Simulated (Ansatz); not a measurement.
Stepwise reaction of `[F][Sb]([F])[Cl]` with hydrogen chloride, as a gas-phase model of exchange steps in deposition or etching. ΔE in kJ/mol; ΔG adds harmonic PBE0-D4 terms to CCSD(T)/CBS, at 1 bar.

Isolated molecules relaxed with PBE0-D4/def2-TZVP in Ansatz; ΔE leaves out vibrations. CCSD(T)/CBS adds triple-zeta CCSD(T) − MP2 to the extrapolated MP2 energy (def2 sets, frozen cores). This one scheme is used for every species. Functionals use def2-TZVPP. B3LYP here is the variant with VWN-RPA as its local correlation; programs differ in this. Elements past krypton have def2 core potentials. For Sb outer-core shells are correlated without core-valence functions, which leaves a few kJ/mol of doubt a bond.

```csv
step,reaction,PBE-D4,B3LYP-D4,ωB97M-V,CCSD(T)/CBS,ΔG(500 K)
2,`[F][Sb]([Cl])[Cl]` + HCl → `[Cl][Sb]([Cl])[Cl]` + H–F,-18.1,-16.9,-13.5,-20.5,-9.8
```

Q: Give the row of step 1, `[F][Sb]([F])[Cl]` + HCl → `[F][Sb]([Cl])[Cl]` + H–F. (Estimate.)

A: The calculation gave: 
| step | reaction | PBE-D4 | B3LYP-D4 | ωB97M-V | CCSD(T)/CBS | ΔG(500 K) |
| --- | --- | --- | --- | --- | --- | --- |
| 1 | `[F][Sb]([F])[Cl]` + HCl → `[F][Sb]([Cl])[Cl]` + H–F | -15.1 | -13.4 | -10.0 | -16.0 | -9.9 |

Q: By hand: ΔE of the 2 steps together at CCSD(T)/CBS.

A: (-16.0) + (-20.5) = -36.5 kJ/mol, or -18.2 kJ/mol a step.

In ΔE the steps differ by no more than 4.5 kJ/mol. All are downhill at CCSD(T)/CBS. ΔG lies between -9.9 and -9.8 kJ/mol a step. PBE-D4 differs from CCSD(T)/CBS by 0.9 to 2.4 kJ/mol a step. Isolated molecules leave out the surface, adducts and barriers. Largest T1 diagnostic: 0.015.
